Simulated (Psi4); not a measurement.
C4H12N (SMILES C[N+](C)(C)C), charge +1, singlet, at a GFN2-xTB geometry; Psi4 1.11 with B3LYP/STO-3G.

Psi4 was given this input:
```
memory 2 GB

molecule mol {
1 1
  C    -0.253427   -0.622842   -1.311803
  N     0.000000    0.000000    0.000000
  C     0.069351    1.464142   -0.156408
  C    -1.093571   -0.343916    0.926720
  C     1.277647   -0.497384    0.541491
  H    -1.194908   -0.264612   -1.724653
  H    -0.307283   -1.705567   -1.211971
  H     0.547009   -0.377351   -2.007645
  H     0.256317    1.938503    0.805458
  H    -0.868423    1.846340   -0.555988
  H     0.873494    1.733601   -0.838981
  H    -2.044701    0.017517    0.539579
  H    -1.157076   -1.423437    1.052261
  H    -0.919961    0.109679    1.901025
  H     1.241374   -1.578668    0.662609
  H     2.095667   -0.250453   -0.133066
  H     1.478490   -0.045551    1.511372
}

set basis sto-3g
set reference rks

energy('b3lyp')
print_variables()
```

### Question
Predict the main parts of the log of this Psi4 run.

### Answer

```
   => Loading Basis Set <=

    Name: STO-3G
    Role: ORBITAL
    Keyword: BASIS

         ---------------------------------------------------------
                                   SCF
               by Justin Turney, Rob Parrish, Andy Simmonett
                          and Daniel G. A. Smith
                              RKS Reference
         ---------------------------------------------------------

  ==> Geometry <==

    Molecular point group: c1
    Full point group: C1

    Geometry (in Angstrom), charge = 1, multiplicity = 1:

       Center              X                  Y                   Z               Mass
    ------------   -----------------  -----------------  -----------------  -----------------
         C           -0.253426986399    -0.622842013601    -1.311803000000    12.000000000000
         N            0.000000013601    -0.000000013601     0.000000000000    14.003074004430
         C            0.069351013601     1.464141986399    -0.156408000000    12.000000000000
         C           -1.093570986399    -0.343916013601     0.926720000000    12.000000000000
         C            1.277647013601    -0.497384013601     0.541491000000    12.000000000000
         H           -1.194907986399    -0.264612013601    -1.724653000000     1.007825032230
         H           -0.307282986399    -1.705567013601    -1.211971000000     1.007825032230
         H            0.547009013601    -0.377351013601    -2.007645000000     1.007825032230
         H            0.256317013601     1.938502986399     0.805458000000     1.007825032230
         H           -0.868422986399     1.846339986399    -0.555988000000     1.007825032230
         H            0.873494013601     1.733600986399    -0.838981000000     1.007825032230
         H           -2.044700986399     0.017516986399     0.539579000000     1.007825032230
         H           -1.157075986399    -1.423437013601     1.052261000000     1.007825032230
         H           -0.919960986399     0.109678986399     1.901025000000     1.007825032230
         H            1.241374013601    -1.578668013601     0.662609000000     1.007825032230
         H            2.095667013601    -0.250453013601    -0.133066000000     1.007825032230
         H            1.478490013601    -0.045551013601     1.511372000000     1.007825032230

  Running in c1 symmetry.

  Rotational constants: A =      0.15965  B =      0.15965  C =      0.15965 [cm^-1]
  Rotational constants: A =   4786.08069  B =   4786.08006  C =   4786.07968 [MHz]
  Nuclear repulsion =  216.388243871635154

  Charge       = 1
  Multiplicity = 1
  Electrons    = 42
  Nalpha       = 21
  Nbeta        = 21

  ==> Algorithm <==

  SCF Algorithm Type is DF.
  DIIS enabled.
  MOM disabled.
  Fractional occupation disabled.
  Guess Type is SAD.
  Energy threshold   = 1.00e-06
  Density threshold  = 1.00e-06
  Integral threshold = 1.00e-12

  ==> Primary Basis <==

  Basis Set: STO-3G
    Blend: STO-3G
    Number of shells: 27
    Number of basis functions: 37
    Number of Cartesian functions: 37
    Spherical Harmonics?: true
    Max angular momentum: 1

  ==> DFT Potential <==

   => LibXC <=

    Version 7.1.2
    S. Lehtola, C. Steigemann, M. J. T. Oliveira, and M. A. L. Marques,  SoftwareX 7, 1–5 (2018) (10.1016/j.softx.2017.11.002)

   => Composite Functional: B3LYP <=

    B3LYP Hyb-GGA Exchange-Correlation Functional

    P. J. Stephens, F. J. Devlin, C. F. Chabalowski, and M. J. Frisch,  J. Phys. Chem. 98, 11623 (1994) (10.1021/j100096a001)

    Deriv               =              1
    GGA                 =           TRUE
    Meta                =          FALSE

    Exchange Hybrid     =           TRUE
    MP2 Hybrid          =          FALSE

   => Exchange Functionals <=

    0.0800   Slater exchange
    0.7200         Becke 88

   => Exact (HF) Exchange <=

    0.2000               HF

   => Correlation Functionals <=

    0.1900   Vosko, Wilk & Nusair (VWN5_RPA)
    0.8100   Lee, Yang & Parr

   => LibXC Density Thresholds  <==

    XC_HYB_GGA_XC_B3LYP:  1.00E-15

   => Molecular Quadrature <=

    Radial Scheme          =       TREUTLER
    Pruning Scheme         =           NONE
    Nuclear Scheme         =       TREUTLER

    Blocking Scheme        =         OCTREE
    BS radius alpha        =              1
    Pruning alpha          =              1
    Radial Points          =             75
    Spherical Points       =            302
    Total Points           =         356672
    Total Blocks           =           2658
    Max Points             =            256
    Max Functions          =             37
    Weights Tolerance      =       1.00E-15

   => Loading Basis Set <=

    Name: (STO-3G AUX)
    Role: JKFIT
    Keyword: DF_BASIS_SCF

  ==> Integral Setup <==

  SCF_SUBTYPE=INCORE selected. In-core MEM_DF algorithm will be used.
  Using in-core AOs.

  ==> MemDFJK: Density-Fitted J/K Matrices <==

    J tasked:                   Yes
    K tasked:                   Yes
    wK tasked:                   No
    Algorithm:                 Core
    Schwarz Cutoff:           1E-12
    Mask sparsity (%):       0.8766
    Fitting Condition:        1E-10

   => Auxiliary Basis Set <=

  Basis Set: (STO-3G AUX)
    Blend: DEF2-UNIVERSAL-JKFIT
    Number of shells: 197
    Number of basis functions: 593
    Number of Cartesian functions: 689
    Spherical Harmonics?: true
    Max angular momentum: 4

  Minimum eigenvalue in the overlap matrix is 2.1335521132E-01.
  Reciprocal condition number of the overlap matrix is 7.9110170961E-02.
    Using symmetric orthogonalization.

  ==> Pre-Iterations <==

  SCF Guess: Superposition of Atomic Densities via on-the-fly atomic UHF (no occupation information).

   -------------------------
    Irrep   Nso     Nmo
   -------------------------
     A         37      37
   -------------------------
    Total      37      37
   -------------------------

  ==> Iterations <==

                           Total Energy        Delta E     RMS |[F,P]|

   @DF-RKS iter SAD:  -208.82548073121922   -2.08825e+02   0.00000e+00
   @DF-RKS iter   1:  -211.52700858716162   -2.70153e+00   1.03134e-02 DIIS/ADIIS
   @DF-RKS iter   2:  -211.52560990901671    1.39868e-03   1.05295e-02 DIIS/ADIIS
   @DF-RKS iter   3:  -211.61177547681822   -8.61656e-02   8.47015e-04 DIIS/ADIIS
   @DF-RKS iter   4:  -211.61231258238399   -5.37106e-04   6.25177e-05 DIIS
   @DF-RKS iter   5:  -211.61231585427984   -3.27190e-06   7.12455e-07 DIIS
   @DF-RKS iter   6:  -211.61231585478305   -5.03206e-10   4.19709e-08 DIIS
  Energy and wave function converged.

  ==> Post-Iterations <==

   Electrons on quadrature grid:
      Ntotal   =   42.0000921227 ; deviation = 9.212e-05

    Orbital Energies [Eh]
    ---------------------

    Doubly Occupied:

       1A    -14.574424     2A    -10.284519     3A    -10.284517
       4A    -10.284513     5A    -10.284109     6A     -1.230401
       7A     -0.932279     8A     -0.932275     9A     -0.932269
      10A     -0.807090    11A     -0.706645    12A     -0.706644
      13A     -0.706643    14A     -0.618543    15A     -0.618542
      16A     -0.577142    17A     -0.577142    18A     -0.577140
      19A     -0.573228    20A     -0.573228    21A     -0.573224

    Virtual:

      22A      0.048062    23A      0.065255    24A      0.065255
      25A      0.065257    26A      0.200958    27A      0.200959
      28A      0.221446    29A      0.232743    30A      0.232744
      31A      0.232746    32A      0.258556    33A      0.258556
      34A      0.258557    35A      0.287356    36A      0.287357
      37A      0.287358

    Final Occupation by Irrep:
              A
    DOCC [    21 ]
    NA   [    21 ]
    NB   [    21 ]

  @DF-RKS Final Energy:  -211.61231585478305

   => Energetics <=

    Nuclear Repulsion Energy =            216.3882438716351544
    One-Electron Energy =                -702.2992465624384977
    Two-Electron Energy =                 300.7486788356246166
    DFT Exchange-Correlation Energy =     -26.4499919996043289
    Empirical Dispersion Energy =           0.0000000000000000
    VV10 Nonlocal Energy =                  0.0000000000000000
    Total Energy =                       -211.6123158547830485

Computation Completed

Properties will be evaluated at   0.000000,   0.000000,   0.000000 [a0]

Properties computed using the SCF density matrix

 Multipole Moments:

 ------------------------------------------------------------------------------------
     Multipole            Electronic (a.u.)      Nuclear  (a.u.)        Total (a.u.)
 ------------------------------------------------------------------------------------

 L = 1.  Multiply by 2.5417464519 to convert [e a0] to [Debye]
 Dipole X            :          0.0000002           -0.0000008           -0.0000006
 Dipole Y            :         -0.0000097            0.0000008           -0.0000089
 Dipole Z            :         -0.0000060           -0.0000000           -0.0000060
 Magnitude           :                                                    0.0000107

 ------------------------------------------------------------------------------------

  Variable Map:
  ----------------------------------------------------------------------------
  "CURRENT ENERGY"              =>    -211.612315854783
  "CURRENT REFERENCE ENERGY"    =>    -211.612315854783
  "DD SOLVATION ENERGY"         =>       0.000000000000
  "DFT FUNCTIONAL TOTAL ENERGY" =>    -211.612315854783
  "DFT TOTAL ENERGY"            =>    -211.612315854783
  "DFT VV10 ENERGY"             =>       0.000000000000
  "DFT XC ENERGY"               =>     -26.449991999604
  "GRID ELECTRONS ALPHA"        =>      21.000046061326
  "GRID ELECTRONS BETA"         =>      21.000046061326
  "GRID ELECTRONS TOTAL"        =>      42.000092122652
  "NUCLEAR REPULSION ENERGY"    =>     216.388243871635
  "ONE-ELECTRON ENERGY"         =>    -702.299246562438
  "PCM POLARIZATION ENERGY"     =>       0.000000000000
  "PE ENERGY"                   =>       0.000000000000
  "SCF ITERATION ENERGY"        =>    -211.612315854783
  "SCF ITERATIONS"              =>       6.000000000000
  "SCF TOTAL ENERGY"            =>    -211.612315854783
  "TWO-ELECTRON ENERGY"         =>     300.748678835625
  "XC GRID RADIAL POINTS"       =>      75.000000000000
  "XC GRID SPHERICAL POINTS"    =>     302.000000000000
  "XC GRID TOTAL POINTS"        =>  356672.000000000000

  Array Variable Map:
  ----------------------------------------------------------------------------
  "CURRENT DIPOLE"              =>      -0.000000565356 ... -0.000006032857 1 by 3
  "SCF DIPOLE"                  =>      -0.000000565356 ... -0.000006032857 1 by 3
  "SCF TOTAL ENERGIES"          =>    -208.825480731219 ... -211.612315854783 1 by 7
```
